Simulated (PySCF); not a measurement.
Al(Me)(OSiH3) (CH6AlOSi), SMILES [CH3][Al+][O][SiH3], charge +1. Atoms are numbered in the order given.

```xyz
10

Al     0.0000     0.0000     1.1256
C      0.0000     0.0000     3.0295
H      1.0374     0.0038     3.4005
H     -0.5154    -0.9003     3.4005
H     -0.5220     0.8965     3.4005
O      0.0000     0.0000    -0.5028
Si     0.0000     0.0000    -2.2208
H      0.3917    -1.3705    -2.6324
H      0.9910     1.0245    -2.6324
H     -1.3827     0.3460    -2.6324
```
Charge +1, spin multiplicity 1.

The structure is a stationary point at PBE0-D3(BJ)/def2-SVP. The multiplicity is an assumed one; no other spin state was optimised. The isomer is the one that the SMILES or the coordinates give; other isomers of the formula were not compared. The values are those of a single conformer.

All values below come from PBE/def2-TZVP (PySCF).

ESP charges are fitted to the potential on shells at 1.4 to 2.0 van der Waals radii. Atomic charges (e):

```csv
atom,Löwdin,IAO,ESP fit
Al1,0.62,1.37,1.21
C2,-0.40,-0.78,-0.79
H3,0.18,0.22,0.25
H4,0.18,0.22,0.25
H5,0.18,0.22,0.25
O6,0.02,-0.81,-0.53
Si7,0.27,0.82,0.41
H8,-0.02,-0.09,-0.02
H9,-0.02,-0.09,-0.02
H10,-0.02,-0.09,-0.02
```
